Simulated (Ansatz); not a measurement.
# What each rung costs, and what it gives

Saddle point of CH5ClZn, singlet (CH₃ClZn ([CH3][Zn][Cl]) + H₂ → CH₄Zn ([CH3][ZnH]) + HCl; bonds formed: Zn1–H5, Cl2–H4; bonds broken: Zn1–Cl2, H4–H5), PBE0-D4/def2-TZVP structure:

```
8
angstrom
Zn 0.5182 -0.0348 0.2048
Cl 0.0611 0.8402 2.5904
C -0.7658 -0.2452 -1.2242
H 1.3032 0.3474 1.8589
H 1.9540 -0.0489 1.0542
H -1.3734 -1.1336 -1.0421
H -0.2727 -0.3495 -2.1915
H -1.4246 0.6244 -1.2504
```

Barriers are electronic and count from the start structure reached by relaxing down the imaginary mode.

Program: Ansatz 0.2.0. Basis: as named in each row. Cores are frozen in the correlated methods. The 3s and 3p shells of Cu and Zn are frozen; filled d shells are correlated. B3LYP uses VWN-RPA correlation. Extrapolation: Hartree–Fock as exp(−7.88 √X), correlation as X^−2.97.

Times are rough, for one single point on 4 threads of a shared host (Arm Neoverse N1).

The estimate by CCSD(T) at an estimated basis limit (MP2 extrapolated from triple and quadruple zeta, plus CCSD(T) − MP2 in triple zeta) is 38.52 kcal/mol.

| method | basis | time (s) | barrier (kcal/mol) | method less estimate |
| --- | --- | --- | --- | --- |
| SPW92 | def2-SVP | under 1 | 20.54 | -17.98 |
| HF | STO-3G | under 1 | 85.62 | 47.10 |
| PBE-D4 | def2-SVP | under 1 | 27.17 | -11.35 |
| B3LYP-D4 | 6-31G | 1 | 39.88 | 1.36 |
| SPW92 | def2-TZVPP | 1 | 23.05 | -15.46 |
| PBE0-D4 | def2-SVP | 2 | 30.47 | -8.05 |
| BLYP-D4 | def2-TZVPP | 2 | 33.62 | -4.90 |
| PBE-D4 | def2-TZVPP | 2 | 30.21 | -8.31 |
| CCSD(T) | def2-SVP | 3 | 36.17 | -2.35 |
| B3LYP-D4 | def2-TZVPP | 3 | 35.54 | -2.98 |
| BHLYP-D4 | def2-TZVPP | 3 | 39.00 | 0.49 |
| PBE0-D4 | def2-TZVPP | 4 | 33.14 | -5.38 |
| CAM-B3LYP-D4 | def2-TZVPP | 4 | 36.42 | -2.10 |
| r2SCAN-D4 | def2-TZVPP | 6 | 32.49 | -6.03 |
| RPA on PBE | def2-TZVPP | 6 | 37.20 | -1.32 |
| PBE-D4 | STO-3G | 6 | 51.03 | 12.51 |
| B2PLYP | def2-TZVPP | 6 | 37.34 | -1.18 |
| wB97M-V | def2-SVP | 6 | 33.08 | -5.44 |
| r2SCAN0-D4 | def2-TZVPP | 6 | 34.66 | -3.86 |
| PBE-QIDH | def2-TZVPP | 6 | 36.41 | -2.11 |
| wB97X-V | def2-TZVPP | 9 | 37.66 | -0.86 |
| wB97M-V | def2-TZVPP | 11 | 37.06 | -1.46 |
| B97M-V | def2-TZVPP | 12 | 33.66 | -4.86 |
| MP2 | def2-QZVPP | 19 | 38.93 | 0.41 |
| CCSD(T) | def2-TZVPP | 85 | 37.69 | -0.83 |

All methods are single points on the PBE0-D4 structures.

T1 diagnostic: at most 0.014.

Labels in which every atom is bracketed show which atoms are joined, not bond orders.
